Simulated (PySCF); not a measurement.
## `[SiH3]O[C@]1([SiH3])C[SiH2]1` in a uniform electric field

Compound: C₂H₁₀OSi₃.
Geometry (GFN2-xTB, Å), atoms numbered from 1 in this order:
```
atom  x, y, z in Å
Si1    2.1158   -0.8626    0.7312
O2     0.5263   -0.6332    0.8264
C3    -0.4286    0.0549    0.0641
Si4   -1.9851   -1.0225    0.0027
C5     0.0581    0.7416   -1.2238
Si6   -0.3996    1.9665    0.1217
H7     2.8581    0.4057    0.7178
H8     2.5075   -1.6120   -0.4689
H9     2.3200   -1.6235    1.9543
H10   -1.6782   -2.2907   -0.6628
H11   -3.0053   -0.2954   -0.7581
H12   -2.4300   -1.2716    1.3727
H13    1.0977    0.5670   -1.4684
H14   -0.5813    0.6104   -2.0868
H15    0.6782    2.5997    0.8571
H16   -1.6613    2.6745    0.0094
```

Level: CAM-B3LYP/def2-SVPD (PySCF); nuclei fixed, core orbitals frozen in the response. Permanent dipole (0.144, 1.130, -0.680) D (1 au = 2.5417 D). Static polarisability (au):

```
x   109.06  -0.84   2.97
y    -0.84 118.70   1.12
z     2.97   1.12  93.24
```

Only the terms in μ and α are kept: μ(F) = μ + αF and ΔE = −μ·F − ½ F·αF.

(1) Apply 0.001 au along ±x, ±y and ±z in turn. Tabulate induced and total dipoles and both energy terms.

(2) For the field (-0.0005, -0.0003, 0.0002) au, what is the induced dipole, and what angle does it make with the field?

(3) Which field along μ doubles the dipole in that direction (linear response)?

(4) What field makes μF equal to kT at 400 K?

(5) A unit point charge sits 14 Å away. Estimate the induction energy −αe²/2R⁴ with the mean polarisability, treating the molecule as a point.

## Answers

(1) 
| field along | induced x (D) | induced y (D) | induced z (D) | total size (D) | −μ·F (kJ/mol) | −½F·αF (kJ/mol) |
| --- | --- | --- | --- | --- | --- | --- |
| +x | 0.277 | -0.002 | 0.008 | 1.379 | -0.149 | -0.143 |
| −x | -0.277 | 0.002 | -0.008 | 1.331 | +0.149 | -0.143 |
| +y | -0.002 | 0.302 | 0.003 | 1.590 | -1.167 | -0.156 |
| −y | 0.002 | -0.302 | -0.003 | 1.083 | +1.167 | -0.156 |
| +z | 0.008 | 0.003 | 0.237 | 1.226 | +0.702 | -0.122 |
| −z | -0.008 | -0.003 | -0.237 | 1.459 | -0.702 | -0.122 |

(2) αF = (-0.136, -0.089, 0.043) D, at 4.7° to the field. The polarisability along this direction, F·αF/F², is 107.10 au, against a mean of 107.00 au.

(3) The polarisability along the dipole is 110.43 au, so F = 0.5219 au / 110.43 au = 0.0047 au = 0.24 V/Å; higher-order terms are ignored.

(4) kT = 1.2667 × 10⁻³ Eh, so F = 0.00243 au = 12.5 MV/cm.

(5) R = 26.46 bohr, so the energy is −107.0/(2 × 26.46⁴) Eh = -0.287 kJ/mol. The charge–dipole term at its most favourable orientation, −μe/R², is -1.96 kJ/mol.

Geometry: GFN2-xTB, one conformer, isolated molecule.

These values come from a run that also computed excited states. Hardware: one thread, Arm Neoverse N1 (aarch64), shared host with 64 logical CPUs at a one-minute load of 56. Cost: 80 s, 0.97 GiB resident at most.
